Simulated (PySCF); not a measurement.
**Computed properties of C5H12S2, SMILES CSCCCSC**

C5H12S2, SMILES CSCCCSC. The structure is a stationary point at PBE0-D3(BJ)/def2-SVP. Other conformers were not sampled. All values are computed for the isolated molecule unless a solvent is named; none is compared with measurement here.

**Structure.** The optimised structure has C2v symmetry. All 51 harmonic modes at PBE0-D3(BJ)/def2-SVP (PySCF) are real, so it is a minimum. With heavy atoms numbered as in [CH3:1][S:2][CH2:3][CH2:4][CH2:5][S:6][CH3:7], the shortest bond between them is C4–C5 at 1.520 Å and the longest C5–S6 at 1.813 Å.

**Vibrations.** The strongest infrared lines (harmonic, unscaled, degenerate partners summed) lie at 3045 cm⁻¹ (53 km/mol, H 95 %), 3049 cm⁻¹ (32 km/mol, H 97 %), 3129 cm⁻¹ (30 km/mol, H 90 %, C 10 %). The softest mode is at 42 cm⁻¹ and the zero-point energy is 101.9 kcal/mol.

**Electronic structure.** r2SCAN/def2-SVP (PySCF) places the frontier levels at -5.13 and 0.34 eV, a gap of 5.47 eV, and gives a dipole moment of 3.04 D and a mean polarisability of 90.0 bohr³. PBE/def2-SVP (PySCF) at the same geometry gives -4.83 and 0.08 eV, so its gap is 0.56 eV narrower. An orbital gap is neither the optical nor the fundamental gap.

**Excitations.** TDA-CAM-B3LYP/def2-SVPD (PySCF) has S1 at 5.42 eV (229 nm, f = 0.000, dark); the most intense of the 6 singlets computed lies at 6.50 eV (f = 0.05). T1 (TDA) is at 4.96 eV, 0.46 eV under S1. TDA-PBE/def2-SVPD (PySCF) puts S1 at 4.67 eV. No vertical singlet excitation falls in the visible range (under 3.1 eV).

**NMR.** GIAO shifts at B3LYP/pcSseg-1 (PySCF) (non-relativistic, atoms alike by connectivity averaged): ¹³C from 24.1 to 45.3 ppm against TMS; ¹H from 1.8 to 2.5 ppm against TMS.

**Solvation.** SMD-ωB97X/6-31G* (PySCF) gives -2.9 kcal/mol in water, -5.9 kcal/mol in n-hexane, -7.5 kcal/mol in tetrahydrofuran (1 M in both phases, gas-phase geometry); of these solvents tetrahydrofuran holds the molecule best.
